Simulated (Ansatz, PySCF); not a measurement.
Energy difference R1 + R2 → P1 + P2, each structure at its B3LYP-D3(BJ)/def2-TZVP stationary point, reached from a drawn start (curvature not checked).
P1: F atom, charge 0, multiplicity 2.
R1: H atom, charge 0, multiplicity 2.
P2, SiH4 (SMILES [SiH4]) (charge 0, multiplicity 1):
```json
[
 {"atom": "Si", "x (Å)": "0.0000", "y (Å)": "0.0000", "z (Å)": "0.0000"},
 {"atom": "H", "x (Å)": "0.8547", "y (Å)": "0.8547", "z (Å)": "0.8547"},
 {"atom": "H", "x (Å)": "-0.8547", "y (Å)": "-0.8547", "z (Å)": "0.8547"},
 {"atom": "H", "x (Å)": "-0.8547", "y (Å)": "0.8547", "z (Å)": "-0.8547"},
 {"atom": "H", "x (Å)": "0.8547", "y (Å)": "-0.8547", "z (Å)": "-0.8547"}
]
```
R2: FH3Si (SMILES F[SiH3]), charge 0, multiplicity 1.

| level | reaction energy (kcal/mol) | minus CCSD(T)/cc-pV(Q+d)Z |
|---|---|---|
| HF/cc-pV(D+d)Z | 29.72 | -26.99 |
| HF/cc-pV(T+d)Z | 38.16 | -18.55 |
| HF/cc-pV(Q+d)Z | 39.49 | -17.21 |
| SVWN5/def2-TZVPP | 70.61 | 13.91 |
| PBE/def2-TZVPP | 59.45 | 2.74 |
| BLYP/def2-TZVPP | 56.15 | -0.56 |
| revPBE/def2-TZVPP | 54.51 | -2.20 |
| r2SCAN/def2-TZVPP | 56.20 | -0.51 |
| B97M-V/def2-TZVPP | 54.72 | -1.99 |
| B3LYP/def2-TZVPP | 53.55 | -3.16 |
| PBE0/def2-TZVPP | 54.61 | -2.10 |
| BHLYP/def2-TZVPP | 48.27 | -8.43 |
| M06-2X/def2-TZVPP | 58.19 | 1.48 |
| CAM-B3LYP/def2-TZVPP | 55.99 | -0.72 |
| wB97X-V/def2-TZVPP | 55.37 | -1.33 |
| wB97M-V/def2-TZVPP | 55.85 | -0.85 |
| B2PLYP/def2-TZVPP | 55.92 | -0.79 |
| MP2/cc-pV(D+d)Z | 52.78 | -3.92 |
| MP2/cc-pV(T+d)Z | 64.16 | 7.45 |
| MP2/cc-pV(Q+d)Z | 67.03 | 10.33 |
| SCS-MP2/cc-pV(D+d)Z | 47.72 | -8.98 |
| SCS-MP2/cc-pV(T+d)Z | 58.09 | 1.38 |
| SCS-MP2/cc-pV(Q+d)Z | 60.86 | 4.15 |
| CCSD/cc-pV(D+d)Z | 41.88 | -14.82 |
| CCSD/cc-pV(T+d)Z | 51.66 | -5.05 |
| CCSD/cc-pV(Q+d)Z | 54.50 | -2.20 |
| CCSD(T)/cc-pV(D+d)Z | 42.81 | -13.89 |
| CCSD(T)/cc-pV(T+d)Z | 53.64 | -3.07 |
| CCSD(T)/cc-pV(Q+d)Z | 56.71 | 0.00 |

 The comparison column counts from a level with limits of its own.

P less R. No zero-point or thermal terms; singlets are restricted closed shells; open shells are unrestricted; no spin–orbit coupling.

Cores are frozen in the correlated methods.

The values were computed with Ansatz (a quantum-chemistry and plane-wave program) with Gaussian orbitals; PySCF for M06-2X. Each number belongs to the level named beside it.
